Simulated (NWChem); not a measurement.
System: C₃H₄O₂Si; SMILES C=C1OC(=O)[SiH2]1

NWChem input:

```
start job
memory heap 200 mb stack 900 mb global 1100 mb
geometry units angstroms noautosym nocenter noautoz
  C     -0.679668     2.303817     0.000000
  C     -0.248340     1.046601     0.000000
  O     -1.118364    -0.050640     0.000000
  C     -0.272211    -1.152083     0.000000
  O     -0.654293    -2.272623     0.000000
  Si     1.309315    -0.014942     0.000000
  H     -1.748244     2.536543     0.000000
  H      0.034547     3.128349     0.000000
  H      2.152867    -0.024478    -1.227198
  H      2.152867    -0.024478     1.227198
end
basis spherical
  C library 6-31g*
  O library 6-31g*
  Si library 6-31g*
  H library 6-31g*
end
dft
  xc hfexch
  iterations 150
  mulliken
end
task dft energy
esp
  recalculate
  probe 0.07
  range 0.3
  factor 1.0
  spacing 0.02
end
task esp
```

Excerpt of the output:

```
             Northwest Computational Chemistry Package (NWChem) 7.3.0
             --------------------------------------------------------

                             Geometry "geometry" -> ""
                             -------------------------

 Output coordinates in angstroms (scale by  1.889725989 to convert to a.u.)

  No.       Tag          Charge          X              Y              Z
 ---- ---------------- ---------- -------------- -------------- --------------
    1 C                    6.0000    -0.67966800     2.30381700     0.00000000
    2 C                    6.0000    -0.24834000     1.04660100     0.00000000
    3 O                    8.0000    -1.11836400    -0.05064000     0.00000000
    4 C                    6.0000    -0.27221100    -1.15208300     0.00000000
    5 O                    8.0000    -0.65429300    -2.27262300     0.00000000
    6 Si                  14.0000     1.30931500    -0.01494200     0.00000000
    7 H                    1.0000    -1.74824400     2.53654300     0.00000000
    8 H                    1.0000     0.03454700     3.12834900     0.00000000
    9 H                    1.0000     2.15286700    -0.02447800    -1.22719800
   10 H                    1.0000     2.15286700    -0.02447800     1.22719800

 Effective nuclear repulsion energy (a.u.)     270.6555232374

  xc_inp: hfexch multiplicative factor not found.

                                 NWChem DFT Module
                                 -----------------

 Summary of "ao basis" -> "ao basis" (spherical)
 ------------------------------------------------------------------------------
       Tag                 Description            Shells   Functions and Types
 ---------------- ------------------------------  ------  ---------------------
 C                           6-31g*                  6       14   3s2p1d
 O                           6-31g*                  6       14   3s2p1d
 Si                          6-31g*                  8       18   4s3p1d
 H                           6-31g*                  2        2   2s

            General Information
            -------------------
          SCF calculation type: DFT
          Wavefunction type:  closed shell.
          No. of atoms     :    10
          No. of electrons :    52
           Alpha electrons :    26
            Beta electrons :    26
          Charge           :     0
          Spin multiplicity:     1
          Use of symmetry is: off; symmetry adaption is: off
          Maximum number of iterations: 150
          AO basis - number of functions:    96
                     number of shells:    46
          Convergence on energy requested:  1.00D-06
          Convergence on density requested:  1.00D-05
          Convergence on gradient requested:  5.00D-04

              XC Information
              --------------
                     Hartree-Fock (Exact) Exchange  1.000

      Superposition of Atomic Density Guess
      -------------------------------------

 Sum of atomic energies:        -553.29970459

      Non-variational initial energy
      ------------------------------

 Total energy =    -556.141377
 1-e energy   =   -1298.772077
 2-e energy   =     471.975177
 HOMO         =      -0.278282
 LUMO         =       0.001788

     ---------------------------------------------
      Total Density - Mulliken Population Analysis
     ---------------------------------------------

    Atom       Charge   Shell Charges
 -----------   ------   -------------------------------------------------------
    1 C    6     6.65   2.00  0.74  2.03  0.63  1.23  0.03
    2 C    6     5.69   2.00  0.72  1.70  0.53  0.69  0.06
    3 O    8     8.61   2.00  0.93  2.93  0.93  1.80  0.03
    4 C    6     5.09   2.00  0.69  1.40  0.52  0.38  0.10
    5 O    8     8.83   2.00  0.95  3.11  0.94  1.82  0.02
    6 Si  14    13.52   2.00  2.00  5.97  0.99  1.65  0.29  0.49  0.12
    7 H    1     0.77   0.46  0.32
    8 H    1     0.76   0.46  0.30
    9 H    1     1.04   0.46  0.58
   10 H    1     1.04   0.46  0.58

[...]

                     NWChem Electrostatic Potential Fit Module
                     -----------------------------------------

 Atom parameters

 Number of atoms is                                   10
 Number of basis functions is                         96

 Grid parameters

 Maximum number of grid points is                  42983
 Number of grid points is                          42982
 Grid range                                     0.300000 nm
 Grid spacing                                   0.020000 nm
 Probe radius                                   0.070000 nm
 Atom radius factor                             1.000000

 Atomic radii

    1    0.100000
    6    0.147000
    8    0.136000
   14    0.187000
 FASTESP  F
  using M.O. file = ./job.movecs

    Atom              Coordinates                           Charge

                                                  ESP

    1 C    -0.067967    0.230382    0.000000   -0.515103
    2 C    -0.024834    0.104660    0.000000    0.133588
    3 O    -0.111836   -0.005064    0.000000   -0.315240
    4 C    -0.027221   -0.115208    0.000000    0.516804
    5 O    -0.065429   -0.227262    0.000000   -0.505207
    6 Si    0.130932   -0.001494    0.000000    0.434922
    7 H    -0.174824    0.253654    0.000000    0.220956
    8 H     0.003455    0.312835    0.000000    0.193667
    9 H     0.215287   -0.002448   -0.122720   -0.082102
   10 H     0.215287   -0.002448    0.122720   -0.082285
                                            ------------
                                                0.000000

 Dipole moment                                  1.845350

 Quadrupole moment Qxx                          7.507298
                   Qyy                        -10.597510
                   Qzz                          3.090212

 RMS deviation kJ/mol                           0.066354

 RRMS %                                        21.730162
```

Level: Hartree-Fock/6-31G* (spherical d). The geometry was optimised at PBE0/def2-SVP.
